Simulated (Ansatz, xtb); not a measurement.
# Two isomers of C3H10GeS

Structure X is `C[C](C)(S)[GeH3]`, a singlet and structure Y is `C[C@@H](S)[CH2][GeH3]`, a singlet. Both are isolated molecules in the gas phase, relaxed with PBE-D3(BJ)/def2-SVP; the shapes shown needn't be the lowest conformers.

X (Å):

```xyz
15

C    -0.8362    0.8003    0.9162
C    -0.0394   -0.5101    0.9124
C     0.8533   -0.6242    2.1498
Ge    1.0274   -0.6586   -0.7694
S    -1.3038   -1.8743    0.8762
H    -1.5004    0.8868    0.0326
H    -1.4679    0.8728    1.8282
H    -0.1463    1.6693    0.9139
H     0.2407   -0.5914    3.0759
H     1.5809    0.2151    2.1847
H     1.4304   -1.5712    2.1604
H    -0.4155   -2.9080    0.9115
H     1.6904   -2.0625   -0.8165
H     0.0972   -0.4721   -1.9940
H     2.1483    0.4259   -0.8033
```

Y (Å):

```xyz
15

C     0.5694    1.8755   -2.0558
C     0.0389    0.6134   -1.3738
C    -0.0580    0.7529    0.1489
Ge   -0.7087   -0.8678    1.0897
S     0.9965   -0.8912   -1.8740
H     1.5967    2.1087   -1.7061
H    -0.0739    2.7483   -1.8143
H     0.6019    1.7567   -3.1562
H    -0.9698    0.3769   -1.7789
H     2.1507   -0.5299   -1.2416
H     0.9360    1.0190    0.5704
H    -0.7386    1.5947    0.4023
H    -1.3557   -0.4237    2.4343
H     0.4368   -1.8596    1.4066
H    -1.7911   -1.5696    0.2275
```

Quicker runs give these differences E(Y) − E(X): GFN2-xTB −2.79 kcal/mol; HF/STO-3G −4.77 kcal/mol (at GFN2-xTB geometries); r2SCAN-D4/def2-SVP +0.34 kcal/mol (at GFN2-xTB geometries).

Estimate E(Y) − E(X) at the level CCSD(T)/def2-SVP + ΔMP2/def2-TZVPP.

Too close to call at this level: CCSD(T)/def2-SVP + ΔMP2/def2-TZVPP gives E(Y) − E(X) = −0.06 kcal/mol.

How the difference moves with the method:

```json
{"level": "GFN2-xTB", "geometry": "GFN2-xTB", "E(Y) − E(X) (kcal/mol)": "−2.79", "departure from the last row (kcal/mol)": "−2.73", "job, with rough time for the two": "optimisation, 0.21 s"}
{"level": "HF/STO-3G", "geometry": "GFN2-xTB", "E(Y) − E(X) (kcal/mol)": "−4.77", "departure from the last row (kcal/mol)": "−4.71", "job, with rough time for the two": "single point, 0.58 s"}
{"level": "r2SCAN-D4/def2-SVP", "geometry": "GFN2-xTB", "E(Y) − E(X) (kcal/mol)": "+0.34", "departure from the last row (kcal/mol)": "+0.41", "job, with rough time for the two": "single point, 3.6 s"}
{"level": "PBE-D3(BJ)/def2-SVP", "geometry": "PBE-D3(BJ)/def2-SVP", "E(Y) − E(X) (kcal/mol)": "−0.95", "departure from the last row (kcal/mol)": "−0.88", "job, with rough time for the two": "optimisation, 22 s"}
{"level": "HF/def2-SVP", "geometry": "PBE-D3(BJ)/def2-SVP", "E(Y) − E(X) (kcal/mol)": "−2.39", "departure from the last row (kcal/mol)": "−2.32", "job, with rough time for the two": "part of the CCSD(T) run"}
{"level": "MP2/def2-SVP", "geometry": "PBE-D3(BJ)/def2-SVP", "E(Y) − E(X) (kcal/mol)": "−0.03", "departure from the last row (kcal/mol)": "+0.03", "job, with rough time for the two": "part of the CCSD(T) run"}
{"level": "CCSD(T)/def2-SVP", "geometry": "PBE-D3(BJ)/def2-SVP", "E(Y) − E(X) (kcal/mol)": "−0.47", "departure from the last row (kcal/mol)": "−0.40", "job, with rough time for the two": "single point"}
{"level": "CCSD(T)/def2-SVP + ΔMP2/def2-TZVPP", "geometry": "PBE-D3(BJ)/def2-SVP", "E(Y) − E(X) (kcal/mol)": "−0.06", "departure from the last row (kcal/mol)": "", "job, with rough time for the two": "single point, 49 s"}
```

As drawn, both hold the same kinds of bond in the same numbers. Structure X has 2 methyl groups, Y 1.

The largest departure from CCSD(T)/def2-SVP + ΔMP2/def2-TZVPP is that of HF/STO-3G, 4.71 kcal/mol. The last row adds to CCSD(T) the change of the MP2 difference between the two basis sets, here +0.40 kcal/mol.

With thermal terms from frequencies at re-optimised GFN2-xTB minima (ideal gas, soft modes damped towards free rotors, one conformer each, 298.15 K, 1 atm): on the last row, ΔE + ΔZPE = +0.73, ΔH = +0.38, ΔG = +0.81 kcal/mol.

The correlated steps freeze 17 core orbitals; the filled d shell of Ge is correlated, in a basis made for valence electrons. Mirror images aren't counted in ΔG. Codes used: Ansatz 0.2.0, xtb 6.7.1; the last row on 2 threads of Intel(R) Xeon(R) 6975P-C (Granite Rapids) on a shared host.
